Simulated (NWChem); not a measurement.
System meant: C₄H₄Si; SMILES C#C[SiH2]C#C

The following NWChem deck was run.

```
start job
memory heap 200 mb stack 900 mb global 1100 mb
geometry units angstroms noautoz
  Si     0.000000     0.000000    -0.839961
  C      1.502225     0.000000     0.199139
  C      2.507438     0.000000     0.879808
  C     -1.502225     0.000000     0.199139
  C     -2.507438     0.000000     0.879808
  H      0.000000    -1.209583    -1.699046
  H      0.000000     1.209583    -1.699046
  H      3.390671     0.000000     1.480006
  H     -3.390671     0.000000     1.480006
end
basis spherical
  * library def2-svp
end
dft
  odft
  mult 2
  xc xpbe96 cpbe96
  iterations 150
  mulliken
end
task dft energy
```

End of the output:

```
 Summary of "ao basis" -> "" (spherical)
 ------------------------------------------------------------------------------
       Tag                 Description            Shells   Functions and Types
 ---------------- ------------------------------  ------  ---------------------
 *                          def2-svp                  on all atoms

  pbe96 is a nonlocal functional; adding pw91lda local functional.

                                 NWChem DFT Module
                                 -----------------

 Summary of "ao basis" -> "ao basis" (spherical)
 ------------------------------------------------------------------------------
       Tag                 Description            Shells   Functions and Types
 ---------------- ------------------------------  ------  ---------------------
 Si                         def2-svp                 8       18   4s3p1d
 C                          def2-svp                 6       14   3s2p1d
 H                          def2-svp                 3        5   2s1p

 Summary of "ao basis" -> "ao basis" (spherical)
 ------------------------------------------------------------------------------
       Tag                 Description            Shells   Functions and Types
 ---------------- ------------------------------  ------  ---------------------
 Si                         def2-svp                 8       18   4s3p1d
 C                          def2-svp                 6       14   3s2p1d
 H                          def2-svp                 3        5   2s1p

      Symmetry analysis of basis
      --------------------------

        a1         37
        a2         11
        b1         29
        b2         17

  number of electrons :                   42
  multiplicity        :                    2
 ------------------------------------------------------------------------
  no. of electrons and multiplicity not compatible                  42
 ------------------------------------------------------------------------
 ------------------------------------------------------------------------
  current input line :
    24: task dft energy
 ------------------------------------------------------------------------
 ------------------------------------------------------------------------
 There is an error in the input file
 ------------------------------------------------------------------------
 For more information see the NWChem manual at https://nwchemgit.github.io

0: no. of electrons and multiplicity not compatible:Received an Error in Communication
```

**Question.** Can this run be used? If not, why, and what is the fix?

**Answer.** The program refused the input. Cause: the multiplicity doesn't fit the number of electrons (an even count wants an odd multiplicity, and the reverse). This input runs:
```
start job
memory heap 200 mb stack 900 mb global 1100 mb
geometry units angstroms noautoz
  Si     0.000000     0.000000    -0.839961
  C      1.502225     0.000000     0.199139
  C      2.507438     0.000000     0.879808
  C     -1.502225     0.000000     0.199139
  C     -2.507438     0.000000     0.879808
  H      0.000000    -1.209583    -1.699046
  H      0.000000     1.209583    -1.699046
  H      3.390671     0.000000     1.480006
  H     -3.390671     0.000000     1.480006
end
basis spherical
  * library def2-svp
end
dft
  xc xpbe96 cpbe96
  iterations 150
  mulliken
end
task dft energy
```
It converges to -443.62540 Ha (PBE/def2-SVP).
